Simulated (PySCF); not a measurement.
# What builds the third ionisation energy along group 4

Calculated with PySCF 2.14 from differences of total energies of unrestricted determinants, without spin-orbit coupling. Each column adds one step, in eV (sums use unrounded values): valence MP2, valence CCSD, valence triples, then the next inner shell at CCSD(T) (Ti 3s 3p, Zr 4s 4p, Hf 5s 5p). References (NIST) marked * lie between the lowest fine-structure levels; the others compare directly ((s) semi-empirical, (t) theoretical).

```json
{"element": "Ti [Ar] 3d2 → [Ar] 3d1 (def2-TZVPPD, non-relativistic)", "UHF": "26.752", "+ MP2": "0.116", "+ CCSD": "0.034", "+ (T)": "0.000", "+ inner shell": "0.347", "sum": "27.249", "reference": "27.492 *"}
{"element": "Zr [Kr] 4d2 → [Kr] 4d1 (def2-TZVPPD with the def2 core potential (28 electrons), ECP)", "UHF": "22.405", "+ MP2": "0.089", "+ CCSD": "0.030", "+ (T)": "0.000", "+ inner shell": "0.307", "sum": "22.831", "reference": "23.170 (s) *"}
{"element": "Hf [Xe] 4f14 5d2 → [Xe] 4f14 5d1 (def2-TZVPPD with the def2 core potential (60 electrons), ECP)", "UHF": "21.453", "+ MP2": "0.087", "+ CCSD": "0.030", "+ (T)": "0.000", "+ inner shell": "0.310", "sum": "21.881", "reference": "22.55 ± 0.04 (t) *"}
```

What remains against the references is mostly basis incompleteness and, for starred values, spin-orbit coupling.

These are valence bases, so the inner-shell step is incomplete.
